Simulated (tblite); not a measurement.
Species: C₅H₈FO₂ (doublet state).
Numbering: `[CH2:1][C@H:2]([F:3])[CH:4]1[O:5][CH2:6][CH2:7][O:8]1` (hydrogens: H9, H10 on C1; H11 on C2; H12 on C4; H13, H14 on C6; H15, H16 on C7)

A start from a force field or distance geometry was refined with GFN2-xTB geometry optimisation, gas phase (tblite 0.8.0). Values at the start:

| coordinate | start |
| --- | --- |
| C1–C2 | 1.503 Å |
| C1–H9 | 1.083 Å |
| C2–F3 | 1.350 Å |
| C2–C4 | 1.546 Å |
| C2–H11 | 1.102 Å |
| C4–O5 | 1.442 Å |
| C4–O8 | 1.434 Å |
| C4–H12 | 1.108 Å |
| O5–C6 | 1.433 Å |
| C6–C7 | 1.510 Å |
| C6–H13 | 1.082 Å |
| C6–H14 | 1.090 Å |
| C7–O8 | 1.435 Å |
| C7–H15 | 1.089 Å |
| C7–H16 | 1.096 Å |
| C1–C2–F3 | 108.7° |
| C1–C2–C4 | 114.0° |
| C2–C4–O5 | 110.1° |
| F3–C2–C4 | 110.0° |
| C4–O5–C6 | 104.6° |
| C4–O8–C7 | 103.5° |
| O5–C4–O8 | 110.4° |
| C6–C7–O8 | 103.0° |
| C2–C4–O5–C6 | -130° |
| C4–O5–C6–C7 | 26° |
| O5–C6–C7–O8 | -38° |
| C6–C7–O8–C4 | 34° |

**Question.** How do these coordinates change at the GFN2-xTB level?

**Answer.** 
```tsv
coordinate	GFN2-xTB (Å or °)	change
C4–O5	1.391	-0.051
C1–C2	1.454	-0.049
C2–C4	1.593	+0.047
C4–O8	1.388	-0.046
C6–C7	1.542	+0.032
C2–F3	1.382	+0.032
C7–O8	1.418	-0.017
O5–C6	1.419	-0.014
C1–H9	1.070	-0.013
C6–H13	1.094	+0.012
C4–H12	1.096	-0.012
C7–H15	1.095	+0.006
C7–H16	1.091	-0.005
C6–H14	1.092	+0.002
C2–H11	1.100	-0.002
C4–O8–C7	107.2	+3.7
O5–C4–O8	107.6	-2.8
C4–O5–C6	107.4	+2.8
C1–C2–F3	111.2	+2.5
F3–C2–C4	107.6	-2.4
C1–C2–C4	112.5	-1.5
C6–C7–O8	104.2	+1.2
C2–C4–O5	111.2	+1.1
C4–O5–C6–C7	-16	-42
O5–C6–C7–O8	-2	+36
C2–C4–O5–C6	-94	+36
C6–C7–O8–C4	20	-14
```

The energy falls by 25.1 kJ/mol over 95 L-BFGS steps, the largest force on an atom goes from 1.64 to 0.007 eV/Å, and the atoms move by 0.463 Å rms after alignment. The bond that changes most is C4–O5 (ends: carbon bonded to C, 2 O and H; oxygen bonded to 2 C), which shortens by 0.051 Å. Bonds longer at the end by more than 0.005 Å: 5 of 16; shorter: 7. Among the dihedrals that turn most is C4–O5–C6–H13, from 149° to 104°. Rotational constants go from 3920, 1551, 1502 to 3610, 1736, 1655 MHz.

The run took 0.55 s wall on one thread, Arm Neoverse V1 (aarch64), no GPU, shared host with 64 logical CPUs at a one-minute load of 53.

Its GFN2-xTB frequencies are all real (lowest 54 cm⁻¹). 2 starts were optimised and ended at 0.00 and 0.02 kcal/mol (GFN2-xTB); the lowest of these is shown.

One conformer stands for the species.

All values are computed, not measured.
